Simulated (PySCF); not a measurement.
# Worked example: dipole moment from atomic charges

C2HF4, SMILES F[CH]C(F)(F)F, multiplicity 2. Atoms are numbered in the order given.

```xyz
7

F      1.7726    -0.9042    -0.1584
C      1.1002     0.2235    -0.3250
C     -0.3503     0.1757     0.0181
F     -0.5612     0.0196     1.3418
F     -0.9708    -0.8378    -0.5990
F     -0.9263     1.3283    -0.3512
H      1.6734     1.1520    -0.2582
```
Charge 0, spin multiplicity 2.

Coordinates come from a B3LYP-D3(BJ)/def2-SVP optimisation. The isomer is the one that the SMILES or the coordinates give; other isomers of the formula were not compared.

Charges (e) from PySCF with CAM-B3LYP/def2-TZVP:

```tsv
atom	Mulliken	ESP fit
F1	-0.152	-0.070
C2	0.012	-0.134
C3	0.479	0.513
F4	-0.167	-0.167
F5	-0.159	-0.153
F6	-0.165	-0.184
H7	0.152	0.197
```

The dipole moment of the full density is 1.79 D.

Q: What dipole moment does each set of point charges give, and which comes closer to that of the density?

A: 
μ = Σ q r, and 1 e Å = 4.8032 D.
Mulliken: Σ q r = (0.231, 0.310, -0.081) e Å, |μ| = 1.90 D.
ESP fit: Σ q r = (0.291, 0.231, -0.055) e Å, |μ| = 1.80 D.
ESP fit comes closer in size. Point charges leave out the atoms' own dipoles (lone pairs, polarised bonds); fits to the potential absorb them, partitions of the density don't.
